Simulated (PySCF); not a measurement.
This script is equivalent to a calculation on N (nitrogen, neutral).

```python
from pyscf import gto, scf, dft, mp, cc
import basis_set_exchange as bse
mol = gto.M(atom="N 0 0 0", charge=0, spin=3, symmetry="D2h",
            basis=gto.basis.parse(bse.get_basis("cc-pVDZ-DK", elements=["N"], fmt="nwchem", header=False)),
            nucmod="G")
mf = scf.UHF(mol).sfx2c1e()
mf.irrep_nelec = {'Ag': (2, 2), 'B1u': (1, 0), 'B2u': (1, 0), 'B3u': (1, 0)}
mf.kernel()
```

**Question.** What total energy does it give?

**Answer.** -54.42027 hartree (calculated).

**Question.** Which occupied shell lies highest, and where?

**Answer.** 2p α, at -15.337 eV.

**Question.** What is ⟨S²⟩, and what would a pure spin state give?

**Answer.** 3.754, against 3.75.
